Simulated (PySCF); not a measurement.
# SMILES CC1=C[C@H]2C=C[C@@H]1C2, C$_{8}$H$_{10}$

Geometry:
```
atom   x (Å)   y (Å)   z (Å)
  C1   2.428   0.023   0.030
  C2   0.952  -0.129  -0.011
  C3   0.165  -1.099   0.474
  C4  -1.288  -0.672   0.235
  C5  -1.543   0.580   1.086
  C6  -0.764   1.550   0.595
  C7   0.007   0.945  -0.584
  C8  -1.099   0.018  -1.137
  H9   2.712   0.922   0.604
 H10   2.847   0.152  -0.982
 H11   2.914  -0.847   0.495
 H12   0.473  -1.996   1.012
 H13  -2.043  -1.465   0.308
 H14  -2.195   0.621   1.959
 H15  -0.635   2.565   0.972
 H16   0.473   1.661  -1.275
 H17  -1.992   0.563  -1.479
 H18  -0.740  -0.669  -1.920
```

Method: quadratic response CAM-B3LYP/aug-cc-pVDZ first hyperpolarisability, Taylor convention, gas phase (PySCF 2.14.0). Geometry: PBE0-D3(BJ)/def2-SVP.

Give the tensor of the second harmonic β(−2ω;ω,ω) at 1907 nm in the axes of these coordinates.

In au, Taylor convention; rows are the first index (the induced dipole):
```csv
,xx,yy,zz,xy,xz,yz
x,+35.4,+3.8,-2.5,-47.8,-6.2,-10.1
y,-47.5,-4.7,+6.6,+3.3,-10.0,-3.4
z,-5.8,-3.3,-27.0,-10.1,-2.7,+6.3
```
Norm of βᵢ = ⅓ Σⱼ (βᵢⱼⱼ + βⱼᵢⱼ + βⱼⱼᵢ): 68.9 au, hyper-Rayleigh value 35.9 au.
